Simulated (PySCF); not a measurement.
C3H7O (SMILES C[CH]OC), doublet, at a GFN2-xTB geometry; PySCF with TPSS/STO-3G.

The PySCF input:
```python
from pyscf import gto, scf, dft

mol = gto.M(
    atom='''
O     0.07101639   -0.66456001    0.19109071
C    -0.06692834    0.67303357   -0.09082657
C     1.35818535   -1.19034893    0.02589577
C    -1.44549983    1.21108447   -0.04695723
H     0.68863969    1.12953665   -0.71319426
H     1.29299347   -2.25508650    0.24458366
H     1.71840718   -1.04941663   -1.00022698
H     2.07110162   -0.72074430    0.71400912
H    -1.97038421    1.09659057   -1.00448575
H    -2.01653063    0.67958044    0.71033681
H    -1.42690127    2.27340509    0.19157975
''',
    basis='sto-3g',
    spin=1,
    verbose=4,
)

mf = dft.UKS(mol)
mf.xc = 'tpss'
mf.level_shift = 0.1
mf.max_cycle = 100
mf.kernel()
```

It wrote (shortened):

```
PySCF version 2.14.0

[INPUT] verbose = 4
[INPUT] num. atoms = 11
[INPUT] num. electrons = 33
[INPUT] charge = 0
[INPUT] spin (= nelec alpha-beta = 2S) = 1
[INPUT] symmetry False subgroup None
[INPUT] Mole.unit = angstrom
[INPUT] Symbol           X                Y                Z      unit          X                Y                Z       unit  Magmom
[INPUT]  1 O      0.071016390000  -0.664560010000   0.191090710000 AA    0.134201527455  -1.255836412238   0.361109106849 Bohr   0.0
[INPUT]  2 C     -0.066928340000   0.673033570000  -0.090826570000 AA   -0.126476232572   1.271849119938  -0.171637342134 Bohr   0.0
[INPUT]  3 C      1.358185350000  -1.190348930000   0.025895770000 AA    2.566598337897  -2.249433470369   0.048935913085 Bohr   0.0
[INPUT]  4 C     -1.445499830000   1.211084470000  -0.046957230000 AA   -2.731598791805   2.288617962014  -0.088736304268 Bohr   0.0
[INPUT]  5 H      0.688639690000   1.129536650000  -0.713194260000 AA    1.301340412605   2.134514916159  -1.347741825012 Bohr   0.0
[INPUT]  6 H      1.292993470000  -2.255086500000   0.244583660000 AA    2.443403539151  -4.261495872204   0.462196131944 Bohr   0.0
[INPUT]  7 H      1.718407180000  -1.049416630000  -1.000226980000 AA    3.247318940686  -1.983110021264  -1.890155054601 Bohr   0.0
[INPUT]  8 H      2.071101620000  -0.720744300000   0.714009120000 AA    3.913814837943  -1.362009332841   1.349281687242 Bohr   0.0
[INPUT]  9 H     -1.970384210000   1.096590570000  -1.004485750000 AA   -3.723486517067   2.072255848081  -1.898202963528 Bohr   0.0
[INPUT] 10 H     -2.016530630000   0.679580440000   0.710336810000 AA   -3.810690612497   1.284220911211   1.342342027097 Bohr   0.0
[INPUT] 11 H     -1.426901270000   2.273405090000   0.191579750000 AA   -2.696452607094   4.296112990292   0.362033258513 Bohr   0.0

nuclear repulsion = 125.276416307802
number of shells = 19
number of NR pGTOs = 81
number of NR cGTOs = 27
basis = sto-3g
ecp = {}

******** <class 'pyscf.dft.uks.UKS'> ********
method = UKS
initial guess = minao
damping factor = 0
level_shift factor = 0.1
DIIS = <class 'pyscf.scf.diis.CDIIS'>
diis_start_cycle = 1
diis_space = 8
diis_damp = 0
SCF conv_tol = 1e-09
SCF conv_tol_grad = None
SCF max_cycles = 100
direct_scf = True
direct_scf_tol = 1e-13
number electrons alpha = 17  beta = 16
XC library pyscf.dft.libxc version 7.1.2
    S. Lehtola, C. Steigemann, M. J. T. Oliveira, and M. A. L. Marques,  SoftwareX 7, 1–5 (2018)
XC functionals = tpss
    J. Tao, J. P. Perdew, V. N. Staroverov, and G. E. Scuseria,  Phys. Rev. Lett. 91, 146401 (2003)
    J. P. Perdew, J. Tao, V. N. Staroverov, and G. E. Scuseria,  J. Chem. Phys. 120, 6898 (2004)
    J. Tao, J. P. Perdew, V. N. Staroverov, and G. E. Scuseria,  Phys. Rev. Lett. 91, 146401 (2003)
    J. P. Perdew, J. Tao, V. N. Staroverov, and G. E. Scuseria,  J. Chem. Phys. 120, 6898 (2004)
radial grids:
    Treutler-Ahlrichs [JCP 102, 346 (1995); DOI:10.1063/1.469408] (M4) radial grids

becke partition: Becke, JCP 88, 2547 (1988); DOI:10.1063/1.454033
pruning grids: <function nwchem_prune>
grids dens level: 3
symmetrized grids: False
atomic radii adjust function: <function treutler_atomic_radii_adjust>
small_rho_cutoff = 0
Set gradient conv threshold to 3.16228e-05
tot grids = 125096
init E= -191.540301204881

cycle= 1 E= -191.238021335279  delta_E= 0.302  |g|= 0.251  |ddm|= 2.84
cycle= 2 E= -191.2194182726  delta_E= 0.0186  |g|= 0.331  |ddm|= 0.745
cycle= 3 E= -191.280250589643  delta_E= -0.0608  |g|= 0.0494  |ddm|= 0.33
cycle= 4 E= -191.282028730669  delta_E= -0.00178  |g|= 0.00789  |ddm|= 0.0741
cycle= 5 E= -191.28209980346  delta_E= -7.11e-05  |g|= 0.00281  |ddm|= 0.0184
cycle= 6 E= -191.282107390459  delta_E= -7.59e-06  |g|= 0.00121  |ddm|= 0.00603
cycle= 7 E= -191.282108670663  delta_E= -1.28e-06  |g|= 0.000157  |ddm|= 0.00229
cycle= 8 E= -191.282108720991  delta_E= -5.03e-08  |g|= 6.1e-05  |ddm|= 0.00055
cycle= 9 E= -191.282108726092  delta_E= -5.1e-09  |g|= 1.19e-05  |ddm|= 0.000153
cycle= 10 E= -191.282108726416  delta_E= -3.24e-10  |g|= 3.26e-06  |ddm|= 4.38e-05
Extra cycle  E= -191.282108726437  delta_E= -2.09e-11  |g|= 2.16e-06  |ddm|= 1.31e-05
converged SCF energy = -191.282108726437  <S^2> = 0.75237204  2S+1 = 2.0023706
```
